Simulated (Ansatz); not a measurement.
Reaction (silylene loss): `C[SiH2][Si](F)(F)F` → `C[SiH2]F` + `F[Si]F`

Program: Ansatz. Geometries: PBE0-D4/def2-TZVP. ΔE: electronic, gas phase. CCSD(T)/CBS is the MP2 limit (def2-TZVPP, def2-QZVPP) plus CCSD(T) − MP2 in def2-TZVPP, frozen cores. This one scheme is used for every species. Functionals use def2-TZVPP. One conformer a species, not always the lowest.

| level | ΔE (kcal/mol) | difference from CCSD(T)/CBS |
| --- | --- | --- |
| revPBE-D4 | 37.6 | 0.3 |
| ωB97M-V | 33.5 | -3.8 |
| PBE | 35.8 | -1.5 |
| r2SCAN0 | 42.4 | 5.1 |
| BHLYP | 35.5 | -1.8 |
| LC-ωPBE | 40.4 | 3.1 |
| RPA@PBE/def2-TZVPP | 32.2 | -5.1 |
| HF/def2-SVP | 33.6 | -3.7 |
| HF/def2-TZVPP | 34.6 | -2.7 |
| MP2/def2-QZVPP | 38.4 | 1.1 |
| CCSD(T)/CBS | 37.3 | 0 |

Largest T1 diagnostic among the species: 0.015.

From BLYP to BHLYP (50 % exact exchange), in def2-TZVPP and without D4, ΔE moves by +8.0 kcal/mol. At CCSD(T), def2-SVP lies −4.1 kcal/mol from the extrapolated value and def2-TZVPP −0.9 kcal/mol.
